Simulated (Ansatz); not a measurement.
C$_{3}$H$_{9}$GaO from Hartree–Fock to CCSD(T)

Cartesian coordinates in Å:
```
C 2.214 -0.353 0.144
O 1.696 -0.996 -0.973
Ga 0.516 -1.744 -2.091
C -1.701 -0.241 0.361
C -1.179 1.143 0.023
H 3.119 -0.861 0.497
H 1.495 -0.333 0.973
H 2.482 0.684 -0.091
H -0.901 -0.892 0.724
H -2.468 -0.202 1.139
H -2.152 -0.724 -0.512
H -0.401 1.101 -0.744
H -1.977 1.790 -0.349
H -0.743 1.628 0.900
```

Total charge 0; spin multiplicity 1. Correlated methods include outer-core shells of Ga, which these sets cover unevenly. Scalar relativity is left out up to krypton. The bonds changed during the relaxation, so this is another structure than the one it started from. The geometry is a stationary point of PBE0-D4/def2-TZVP. It is one conformer, not always the lowest. Frozen core, restricted reference, the Gaussian-basis code of Ansatz.

| basis | HF (Eh) | MP2 corr. | CCSD corr. | (T) | CCSD(T) total |
| --- | --- | --- | --- | --- | --- |
| def2-SVP | -2116.58287 | -0.82745 | -0.87833 | -0.02537 | -2117.48657 |
| def2-TZVPP | -2117.05461 | -0.99034 | -1.03242 | -0.03973 | -2118.12676 |
| def2-QZVPP | -2117.10446 | -1.29235 | – | – | – |
